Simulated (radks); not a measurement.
The numbers below are computed, except where a source is named.
Effect of the nuclear size on neutral iodine, [Kr] 4d10 5s2 5p5. Code: a radial shooting solver on a logarithmic mesh with Libxc functionals. Model: Dirac Kohn-Sham, PBE, spin-unpolarised, spherical densities, finite nucleus; open shells are shared between the two j in proportion to 2j + 1; Fermi nuclear charge, rms radius 4.75 fm. The rms radius is varied about that value; shifts are against it.

| rms radius (fm) | total energy shift (eV) | density at nucleus (e/bohr^3) | 1s1/2 shift (meV) | 2s1/2 shift (meV) | 4s1/2 shift (meV) | 4p1/2 shift (meV) | 5s1/2 shift (meV) | 5p1/2 shift (meV) | 5p3/2 shift (meV) |
|---|---|---|---|---|---|---|---|---|---|
| 3.838 | -2.07 | 2.584e+05 | -865 | -101 | -4.13 | 0.302 | -0.515 | 0.051 | 0.055 |
| 4.5172 | -0.563 | 2.512e+05 | -235 | -27.6 | -1.12 | 0.082 | -0.140 | 0.014 | 0.015 |
| 4.75 | 0 | 2.49e+05 | 0.000 | 0.000 | 0.000 | 0.000 | 0.000 | 0.000 | 0.000 |
| 5.1063 | 0.906 | 2.459e+05 | 379 | 44.5 | 1.81 | -0.132 | 0.226 | -0.022 | -0.024 |
| 5.8995 | 3.12 | 2.399e+05 | 1300 | 153 | 6.22 | -0.455 | 0.777 | -0.076 | -0.083 |

Slopes of the eigenvalues against <r^2> in GHz/fm^2, as finite differences over the two radii next to the reference (eigenvalue slopes, not the field-shift constants of lines): 1s1/2 26200, 2s1/2 3070, 4s1/2 125, 4p1/2 -9.16, 5s1/2 15.6, 5p1/2 -1.53, 5p3/2 -1.67.
